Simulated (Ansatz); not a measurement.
C3H9BS at its PBE0-D4/def2-TZVP geometry, where that method's forces vanish. The species carries charge 0 and has multiplicity 1. The bonds changed during the relaxation, so this is another structure than the one it started from.

```xyz
14

B     0.9630    0.9143    0.8605
C     0.0307   -0.0494    0.0641
C     0.0114   -1.5198    0.4041
C    -1.2475    0.4439   -0.5609
S     1.5369    0.3005   -1.0162
H     0.7396    2.0913    0.8476
H     1.7352    0.4479    1.6490
H    -0.2917   -2.1393   -0.4452
H     0.9814   -1.8656    0.7652
H    -0.7108   -1.6751    1.2113
H    -1.1928    1.5047   -0.8126
H    -2.0541    0.3236    0.1694
H    -1.5230   -0.1234   -1.4553
H     1.0216    1.3464   -1.6810
```

(1) What forces (eV/Å) does ωB97M-V/def2-TZVPP give on these atoms in Ansatz 0.2.0? (Estimate.)

Results:

(1) Ansatz gave: 
```
B1  -0.022  0.095  0.229
C2   0.137  0.131  0.092
C3  -0.024 -0.204  0.071
C4  -0.203  0.069 -0.065
S5   0.037  0.028 -0.256
H6   0.017 -0.143 -0.006
H7  -0.098  0.050 -0.095
H8   0.025  0.052  0.050
H9  -0.059  0.025 -0.029
H10  0.053  0.005 -0.061
H11  0.003 -0.071  0.013
H12  0.058  0.009 -0.057
H13  0.033  0.036  0.059
H14  0.042 -0.081  0.052
```
